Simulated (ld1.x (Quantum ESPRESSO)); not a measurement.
**Reading a pseudo-wave (Mg)**

Columns: radius, all-electron u(r) and pseudo u(r) of the 3p shell (level -1.33 eV) of magnesium in the configuration [Ne] 3s2 3p0; PBE, scalar-relativistic, PAW scheme, ld1.x (Quantum ESPRESSO) 7.5.

```csv
r (bohr),all-electron,pseudo
0.150,0.0800,-0.0032
0.300,0.1479,-0.0128
0.450,0.1578,-0.0283
0.600,0.1287,-0.0491
0.750,0.0796,-0.0745
0.900,0.0224,-0.1034
1.050,-0.0366,-0.1350
1.200,-0.0939,-0.1682
1.350,-0.1478,-0.2022
1.500,-0.1975,-0.2360
1.650,-0.2427,-0.2691
1.800,-0.2835,-0.3008
1.950,-0.3202,-0.3307
2.100,-0.3528,-0.3585
2.250,-0.3814,-0.3839
2.400,-0.4059,-0.4066
2.550,-0.4263,-0.4264
2.700,-0.4430,-0.4430
2.850,-0.4561,-0.4561
3.000,-0.4659,-0.4659
3.150,-0.4726,-0.4726
3.300,-0.4766,-0.4766
3.450,-0.4781,-0.4781
3.600,-0.4773,-0.4773
3.750,-0.4747,-0.4747
3.900,-0.4704,-0.4704
```

How many radial nodes do the two functions have?

The all-electron 3p function has n − l − 1 = 1; the pseudo-wave has 0, since the states of the same l below it are removed with the core.

At about which radius was the pseudo-wave matched?

2.70 bohr. The columns agree to 0.0005 from 2.55 bohr on; several derivatives are matched, so the curves merge somewhat inside the radius.

Where does each function peak?

Outermost all-electron maximum near 3.45 bohr, pseudo maximum near 3.45 bohr (to the table’s step).

Is the pseudo-wave norm-conserving?

No, it belongs to a PAW set: the norm inside the radius is not constrained, and the difference is carried by the augmentation charge.
